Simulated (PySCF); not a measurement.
# Electron correlation in La⁺ (lanthanum, charge +1)

[Xe] 4f1 5d1, one real determinant (an excited configuration). All numbers are calculated (PySCF 2.14, a scalar-relativistic core potential, in def2-TZVPPD with the def2 core potential (46 electrons) (6s5p3d2f1g, 59 functions)). Frozen: nothing; 10 electrons correlated.

MP2 pair energies summed by pair of shells (mhartree):

| pair | energy | share (%) |
| --- | --- | --- |
| 5p-5p | -93.79 | 54.5 |
| 5p-5d | -25.77 | 15.0 |
| 5s-5p | -21.45 | 12.5 |
| 4f-5p | -20.20 | 11.7 |
| 5s-5s | -4.13 | 2.4 |
| 4f-5d | -4.04 | 2.3 |
| 5s-5d | -2.12 | 1.2 |
| 4f-5s | -0.66 | 0.4 |

Total MP2 correlation energy: -172.16 mhartree.

Same-spin part -51.02 and opposite-spin part -121.13 mhartree; SCS-MP2 scales them by 1/3 and 6/5 to -162.37 mhartree.

The reference is one real determinant that mixes LS terms of this configuration.

The basis has no tight functions for the innermost shells, so their pair energies are far from complete.
